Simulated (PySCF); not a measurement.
**Correlation energy of Fe²⁺ (iron, charge +2)**

[Ar] 3d5 4s1, high-spin 7S determinant (an excited configuration). Calculation: PySCF 2.14, in ANO-RCC-VTZP (6s5p3d2f1g, 59 functions); the spin-free X2C one-electron Hamiltonian (Gaussian nucleus). Frozen: [Ar]; 6 electrons correlated.

| level | correlation energy (mhartree) |
| --- | --- |
| CCSD | -83.00 |
| (T) | -0.75 |
| CCSD(T) | -83.75 |

Diagnostics: T1 = 0.0033, D1 = 0.0056, largest double amplitude 0.023.

Q: Is a single reference adequate?

A: Yes: T1 lies below 0.03 and no double amplitude reaches 0.07.
